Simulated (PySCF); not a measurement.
# Electron correlation in P⁺ (phosphorus, charge +1)

[Ne] 3s1 3p3, high-spin 5S determinant (an excited configuration). Computed with PySCF 2.14 in aug-cc-pCVTZ-DK with one added diffuse shell each of s, p, d, f type (9s8p6d4f, 91 functions), with the spin-free X2C one-electron Hamiltonian (Gaussian nucleus). Frozen: [Ne]; 4 electrons correlated.

```tsv
level	correlation energy (mhartree)
CCSD	-32.11
(T)	-0.45
CCSD(T)	-32.56
```

Diagnostics: T1 = 0.0014, D1 = 0.0036, largest double amplitude 0.026.

Q: Is a single reference adequate?

A: Yes: T1 lies below 0.03 and no double amplitude reaches 0.07.
